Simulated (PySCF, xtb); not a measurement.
Sb(Cl)(SiH3)2 (ClH₆SbSi₂), SMILES [SiH3][Sb]([SiH3])[Cl].

xtb with GFN2-xTB at its own geometry gives an orbital gap of 3.08 eV and a dipole moment of 2.87 D.

Geometry: B3LYP-D3(BJ)/def2-SVP. The structure was generated by enumeration; whether it is a known compound was not checked. The def2 effective core potentials stand for the cores of Sb; spin–orbit coupling is left out.

Q: What does PBE/def2-TZVP run with PySCF give? (An estimate is asked for; the answer gives what the named calculation found.)

A: gap 3.30 eV (levels -6.22 and -2.92 eV), dipole 2.35 D.
